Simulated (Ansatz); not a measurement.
System: 2,2,2-trifluoroethanol, C2H3F3O, charge 0, multiplicity 1. 
Coordinates optimised at B3LYP-D3(BJ)/def2-TZVP (Ansatz, a quantum-chemistry and plane-wave program):
```xyz
9

O     -1.9900    -0.0442     0.2811
C     -0.8259     0.7250     0.4424
C      0.4169    -0.0080    -0.0350
F      0.3021    -0.3471    -1.3409
F      1.5044     0.7780     0.0857
F      0.6476    -1.1369     0.6499
H     -2.1371    -0.2001    -0.6591
H     -0.7094     0.9253     1.5067
H     -0.8661     1.6794    -0.0933
```
Charge 0, spin multiplicity 1.

Computed values are from Ansatz. Valence correlation only, unless marked. UHF or UKS for open shells. Spin-orbit coupling is left out. Non-relativistic. Basis-set limits of correlation are two-point, X^-3; Hartree-Fock from the larger set. The bracket is a focal-point correction in the basis named.

**Question.** What is the total energy at RI-MP2/CBS(cc-pVTZ,cc-pVQZ)+[CCSD(T)-MP2]/cc-pVTZ?

**Answer.** -452.4481 Eh.

**Question.** What is the atomisation energy De at RI-MP2/CBS(cc-pVTZ,cc-pVQZ)+[CCSD(T)-MP2]/cc-pVTZ?

**Answer.** 3580.0 kJ/mol.

**Question.** What is the dipole moment at CCSD(T)/aug-cc-pVDZ?

**Answer.** 1.75 D.

**Question.** What is the T1 diagnostic at CCSD/cc-pVTZ?

**Answer.** 0.011.
